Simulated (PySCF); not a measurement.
**ECD: `FB(F)[C@H]1[SiH2]C[C@H]1F`, C3H6BF3Si**

Geometry:
```tsv
atom	x (Å)	y (Å)	z (Å)
F1	1.856	-0.768	1.425
B2	1.786	-0.679	0.110
F3	2.731	-1.366	-0.517
C4	0.627	0.005	-0.663
Si5	-1.012	-1.015	-0.431
C6	-1.267	0.522	0.671
C7	-0.064	1.206	0.009
F8	0.735	1.875	0.909
H9	0.913	0.204	-1.694
H10	-1.783	-1.038	-1.674
H11	-0.934	-2.323	0.209
H12	-2.188	1.097	0.633
H13	-1.036	0.325	1.717
H14	-0.364	1.957	-0.727
```

Method used: TDDFT B3LYP/def2-SVPD circular dichroism and optical rotation, one conformer, gas phase (PySCF). Geometry: GFN2-xTB.

The molecule is flexible and this is one conformer; a measurement averages over conformers. States above about 8.4 eV (minus the energy of the highest occupied orbital) lie near or above the ionisation threshold and depend on the basis.

Q: What are the CIP labels of the stereocentres?

A: C4 R, C7 R.

Q: List the lowest 16 singlet excitations with oscillator and rotatory strengths.

A: Rotatory strengths R in 10⁻⁴⁰ esu² cm², velocity form and length form (origin at the centre of mass); f in length form.
| state | E (eV) | λ (nm) | f | R (velocity) | R (length) | main |
| --- | --- | --- | --- | --- | --- | --- |
| 1 | 6.99 | 177 | 0.042 | -50.5 | -48.9 | HOMO→LUMO 0.53, HOMO−1→LUMO 0.42 |
| 2 | 7.07 | 175 | 0.100 | +68.4 | +67.0 | HOMO−1→LUMO 0.54, HOMO→LUMO 0.41 |
| 3 | 7.40 | 168 | 0.034 | +58.5 | +59.2 | HOMO→LUMO+1 0.88 |
| 4 | 7.49 | 166 | 0.046 | +35.6 | +34.8 | HOMO→LUMO+2 0.92 |
| 5 | 7.62 | 163 | 0.043 | -41.2 | -40.2 | HOMO−1→LUMO+1 0.88 |
| 6 | 7.75 | 160 | 0.008 | +1.7 | +1.3 | HOMO−2→LUMO 0.50, HOMO−1→LUMO+2 0.44 |
| 7 | 7.79 | 159 | 0.007 | +24.2 | +24.1 | HOMO→LUMO+3 0.44, HOMO−1→LUMO+2 0.28 |
| 8 | 7.84 | 158 | 0.035 | -80.6 | -79.8 | HOMO→LUMO+3 0.33, HOMO−2→LUMO 0.25 |
| 9 | 7.97 | 156 | 0.006 | +24.0 | +23.5 | HOMO−3→LUMO 0.77, HOMO→LUMO+3 0.13 |
| 10 | 8.10 | 153 | 0.019 | -5.3 | -5.3 | HOMO−1→LUMO+3 0.81 |
| 11 | 8.19 | 151 | 0.033 | -6.2 | -6.3 | HOMO−2→LUMO+1 0.81 |
| 12 | 8.28 | 150 | 0.007 | -23.8 | -22.9 | HOMO→LUMO+4 0.83 |
| 13 | 8.40 | 148 | 0.006 | +5.0 | +5.1 | HOMO−2→LUMO+2 0.86 |
| 14 | 8.52 | 146 | 0.068 | +37.8 | +36.4 | HOMO−3→LUMO+1 0.63, HOMO→LUMO+5 0.19 |
| 15 | 8.54 | 145 | 0.033 | -3.8 | -4.1 | HOMO→LUMO+5 0.70, HOMO−3→LUMO+1 0.16 |
| 16 | 8.57 | 145 | 0.030 | +10.3 | +10.0 | HOMO−1→LUMO+4 0.88 |

Among the states computed, the strongest CD band (largest |R|) is state 8. The largest dissymmetry factor in size, g = 4R/(D+G), with D and G the electric and magnetic dipole strengths, is +0.047 for state 9 (velocity form, f = 0.006), among bands with |R| over 0.5. The mirror image has the same energies and oscillator strengths and all R with the opposite sign.
